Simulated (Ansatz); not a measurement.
Species: C10H7Cl, SMILES `c1c2cc(Cl)ccc2ccc1` (charge 0, multiplicity 1), formula C10H7Cl.

Task: How many basis functions does frozen-core CCSD(T)/cc-pVDZ // PBE0-D4/def2-SVP (Ansatz, a first-principles code) use, how many core orbitals are frozen, and how many electrons are correlated?

Result: 193 basis functions and 15 frozen orbitals, which leaves 54 correlated electrons. Core time is of the order of minutes.
